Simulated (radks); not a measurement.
Fractional charge and spin in the 3s shell of magnesium: the spin-up occupation runs from 0 to 1 and the spin-down occupation from 0 to 1; the fullest corner is Mg, [Ne] 3s(up 1, down 1). Method: non-relativistic Kohn-Sham, PBEsol, spin-polarised, spherical densities, point nucleus; computed with a radial shooting solver on a logarithmic mesh with Libxc functionals. Energy (eV) above the fullest corner. The planes named below are the two flat planes that join the four corners, with an edge along up + down = one added electron.

| down \ up | 0 | 0.25 | 0.5 | 0.75 | 1 |
|---|---|---|---|---|---|
| 0 | 22.701 | 18.309 | 14.306 | 10.707 | 7.527 |
| 0.25 | 18.309 | 14.431 | 10.923 | 7.813 | 5.112 |
| 0.5 | 14.306 | 10.923 | 7.909 | 5.282 | 3.050 |
| 0.75 | 10.707 | 7.813 | 5.282 | 3.124 | 1.346 |
| 1 | 7.527 | 5.112 | 3.050 | 1.346 | 0.000 |

Corners above the fullest one (they belong to Mg+ and the next ion): (up 1, down 0) 7.527 eV, (up 0, down 1) 7.527 eV, (up 0, down 0) 22.701 eV. With half an added electron in each spin the energy lies 0.382 eV from the planes (fractional-spin error, the static-correlation error of a stretched bond), and with half an added electron in spin up alone -0.808 eV (fractional-charge error). For a frontier s shell over closed shells the exact functional lies on the planes.
